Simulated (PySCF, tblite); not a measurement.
Compound: C2H9FSSi2.
Structure used (GFN2-xTB), in Å, numbered top down from 1:
```
atom  x, y, z in Å
C1     2.0252    0.7316    0.6753
S2     1.3627    0.8929   -1.0061
C3     0.6041   -0.7559   -1.2054
Si4   -0.8773   -1.0921   -0.0454
F5    -0.1948   -1.6124    1.3363
Si6   -2.1676    0.7654    0.4140
H7     2.6526   -0.1541    0.7273
H8     2.6188    1.6204    0.8645
H9     1.2139    0.6639    1.3945
H10    0.2862   -0.7781   -2.2456
H11    1.3990   -1.4926   -1.0861
H12   -1.4925   -2.3295   -0.5249
H13   -3.2580    0.8722   -0.5583
H14   -2.7699    0.6600    1.7474
H15   -1.4069    2.0165    0.3822
```

Jobs on this species (15 atoms, 74 electrons) with PySCF (density fitting) and tblite. Hardware of each: one thread, Arm Neoverse N1 (aarch64), on a shared host. Times come from a shared host and carry two figures at best.

| level and settings | work | basis functions | SCF cycles | wall time |
| --- | --- | --- | --- | --- |
| PBE0/pcSseg-1 | shieldings, charges and field gradients | 168 | ? | ? |
| GFN2-xTB | Hessian by finite differences | – | – | 0.85 s |
| GFN2-xTB | L-BFGS relaxation | – | – | 2.0 s |

Fill in the missing figures.

- PBE0/pcSseg-1; shieldings, charges and field gradients: 35 s, 13 SCF cycles

What do all jobs in the table cost together?

About 38 s; the longest takes about 92 % of that, and about 41 times as long as the shortest.
